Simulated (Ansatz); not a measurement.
ClF2SSi, SMILES `F[Si](F)([S])Cl` radical, relaxed with UKS PBE-D4/def2-SVP in Ansatz from a rough embedded geometry. The force threshold is 0.03 eV/Å; the program also tests the step.

The species carries charge 0 and has multiplicity 2.

Start:

```xyz
5

F    -0.530    1.562    0.372
Si    0.038    0.083    0.037
F     1.571    0.050    0.441
S    -0.934   -1.368    1.112
Cl   -0.145   -0.327   -1.962
```

```csv
step,energy (eV),largest force (eV/Å),largest move (Å)
1,-36640.6491,1.114,0.000
2,-36640.7260,0.492,0.104
3,-36640.7374,0.358,0.034
4,-36640.7400,0.129,0.012
5,-36640.7407,0.024,0.008
```

End:

```xyz
5

F    -0.490    1.582    0.358
Si    0.055    0.083    0.073
F     1.634    0.132    0.429
S    -1.010   -1.432    1.057
Cl   -0.188   -0.366   -1.918
```

It took 12 s on 4 threads of an Arm Neoverse V1 on a shared host, with 0.19 GiB of host memory at the peak.
